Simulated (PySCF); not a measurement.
**Xe⁴⁸⁺: ionisation energy**

Xe⁴⁸⁺ [He] 2s2 2p2 [2p1/2^2, M_J = 0] → Xe⁴⁹⁺ [He] 2s2 2p1 [2p1/2^1, M_J = 1/2], as a difference of total energies. All numbers are calculated (PySCF 2.14, the two-component X2C-1e Hamiltonian, in an uncontracted even-tempered set (17 s from 27 bohr⁻², ratio 2.4; 12 p from 36 bohr⁻², ratio 2.4; 5 d from 120 bohr⁻², ratio 2.6; 4 f from 180 bohr⁻², ratio 2.6)). Correlated levels: nothing frozen; the 32 highest virtual spinors dropped. "Screened" scales the spin-orbit matrix elements by Boettger's factors to mimic the two-electron term; Breit and QED terms are absent.

```tsv
method	ionisation energy (eV)	difference from reference (eV)
GHF (spin-free)	8761.6	-209.4
GMP2 (spin-free)	8761.3	-209.7
GHF (screened spin-orbit)	8980.3	+9.3
GMP2 (screened spin-orbit)	8982.6	+11.6
```

Reference: 8971 ± 4 eV (theoretical estimate listed by NIST; NIST Atomic Spectra Database, ionization energies).

For this ion Breit and QED terms and the two-electron picture change, all absent here, outweigh the correlation shift from GHF to GMP2.

The spin-free rows relax to the high-spin LS determinant and lack the spin-orbit shift.

The labels give the starting determinants; with spin-orbit coupling the two ends relaxed to ⟨J²⟩ = 0.00, ⟨L²⟩ = 1.33, ⟨S²⟩ = 1.33 and ⟨J²⟩ = 0.75, ⟨L²⟩ = 2.00, ⟨S²⟩ = 0.75.
